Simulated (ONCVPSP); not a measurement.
# gallium: one change to an ONCV potential, before and after

ONCVPSP 4.0.1 input, shortened (lines: element, Z, core and valence counts, functional; n l f; lmax; l rc ep ncon nbas qcut; lloc lpopt rc5 dvloc0; l nproj debl; icmod fcfact rcfact), LDA (Perdew-Wang 92), scalar-relativistic:

```
  Ga 31.00    3    5  -001012      upf
    1    0    2.00
    2    0    2.00
    2    1    6.00
    3    0    2.00
    3    1    6.00
    3    2   10.00
    4    0    1.75
    4    1    1.25
    2
    0    1.30    0.00    3    6   11.10
    1    1.10    0.00    5    8   15.50
    2    1.05    0.00    5   10   13.10
    4    5    0.95   -1.00
    0    2    3.30
    1    3    3.90
    2    2    3.40
    3    4.25    1.20
```

Change: local potential polynomial inside 0.95 bohr (lpopt 5, dvloc0 8.5 Ha).

Cutoffs: the cutoffs (Ha) at which the residual kinetic energy of the hardest occupied pseudo-wave falls to 1 and 0.1 mHa per electron; they do not see the model core or the augmentation charge, which bear on the density cutoff. Errors are all-electron minus pseudo energies relative to the spin-unpolarised reference configuration.

What does the change do?

The potential gets neither clearly harder nor softer (84 Ha and 296 Ha → 84 Ha and 296 Ha); of the 3 tests that both files solve, the error grows in 2 and shrinks in 0 by more than 15 % and 0.3 meV (median size 0.2 → 0.7 meV); neither file shows a bound ghost.

```csv
quantity,base,changed
"cutoff, loose",84 Ha,84 Ha
"cutoff, tight",296 Ha,296 Ha
bound ghosts,none,none
GHOST(+) flags under 300 eV,none,none
tests with a reliable result,3 of 4,3 of 4
"error for 3s2 3p6 3d10 4s2 4p1, meV [ΔE -1.62 eV]",+0.2,+0.1
"error for 3s2 3p6 3d10 4s2 4p0, meV [ΔE 4.26 eV]",-0.2,-0.7
"error for 3s2 3p6 3d10 4s1 4p0, meV [ΔE 25.76 eV]",-1.2,-2.0
s: phases at 1.32 bohr within 0.05 rad from the reference energy up to (Ha; the scan ends near 5),to the end of the scan,to the end of the scan
p: phases at 1.12 bohr within 0.05 rad from the reference energy up to (Ha; the scan ends near 5),to the end of the scan,to the end of the scan
d: phases at 1.06 bohr within 0.05 rad from the reference energy up to (Ha; the scan ends near 5),to the end of the scan,to the end of the scan
"rms error of d²Exc/dni dnj with the model core, mHa",1.12,1.12
```
